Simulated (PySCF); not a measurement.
CuF, SMILES [Cu][F], multiplicity 1. Atoms are numbered in the order given.

```xyz
2

Cu     0.0000     0.0000    -0.4179
F      0.0000     0.0000     1.3466
```

Geometry: PBE0-D3(BJ)/def2-TZVPD. The spin state was assumed, not searched.

Vertical ionisation energy (IE) and electron affinity (EA) in eV. Rows of orbital energies are one-electron estimates. Where ΔSCF, EOM or ADC give a negative EA the extra electron is unbound and the value depends on the basis.

```tsv
level	IE	EA
−ε(HOMO), −ε(LUMO), B3LYP/def2-TZVPD (PySCF)	7.38	3.52
−ε(HOMO), −ε(LUMO), PBE/def2-TZVPD (PySCF)	6.05	4.14
```
